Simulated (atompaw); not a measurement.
**Before and after: PAW (atompaw) potential for V (Z = 23)**

```json
{
  "Element": "vanadium",
  "Generator": "atompaw 4.2.0.5",
  "Type": "PAW",
  "Functional": "PBE",
  "Relativity": "scalar-relativistic",
  "Frozen core": "[Ar]",
  "Valence charge": "5",
  "Reference configuration": "3d3 4s1.5 4p0 (charge +0.5)",
  "Partial waves": "4s (bound): rc 3.00 bohr; 4s channel at 3.85 Ry: rc 3.00 bohr; 4p (bound, empty): rc 3.00 bohr; 4p channel at 1.1 Ry: rc 3.00 bohr; 3d (bound): rc 1.25 bohr; 3d channel at 0.15 Ry: rc 1.25 bohr",
  "Local potential": "troulliermartins scheme with l = 3 at -0.5 Ry, radius 2.55 bohr",
  "Core correction": "smooth core density matched at 2.15 bohr",
  "Augmentation charge": "gaussian compensation charge, radius 3.00 bohr; PAW radius 3.00 bohr; waves and projectors: custom rrkj gramschmidtortho"
}
```

Change: wave 3d (bound): rc 1.25 bohr becomes 3d (bound): rc 1.56 bohr.

Cutoffs: the cutoffs (Ry, on a coarse ladder) from which the occupation-weighted sum of valence levels, in a spherical-Bessel basis at the reference potential, stays within 10 and 1 mRy of its value at 400 Ry; they do not see the model core or the augmentation charge, which bear on the density cutoff.

Question: What does the change do?

Answer: The potential gets softer (60 Ry and 100 Ry → 40 Ry and 60 Ry); neither file shows a bound ghost.

```tsv
quantity	base	changed
cutoff, loose	60 Ry	40 Ry
cutoff, tight	100 Ry	60 Ry
loose cutoff by channel (10 mRy a level)	s 6 Ry, d 55 Ry	s 6 Ry, d 35 Ry
bound ghosts	none	none
s: phases at 3.01 bohr within 0.05 rad from the reference energy up to (Ry; the scan ends near 5)	to the end of the scan	to the end of the scan
p: phases at 3.01 bohr within 0.05 rad from the reference energy up to (Ry; the scan ends near 5)	3.0	3.0
d: phases at 3.01 bohr within 0.05 rad from the reference energy up to (Ry; the scan ends near 5)	4.8	4.8
lowest overlap eigenvalue by channel	s 0.02, p 0.57, d 0.98	s 0.02, p 0.57, d 0.17
```

 The cutoffs see the waves, projectors and local potential, not the compensation charge or the core.
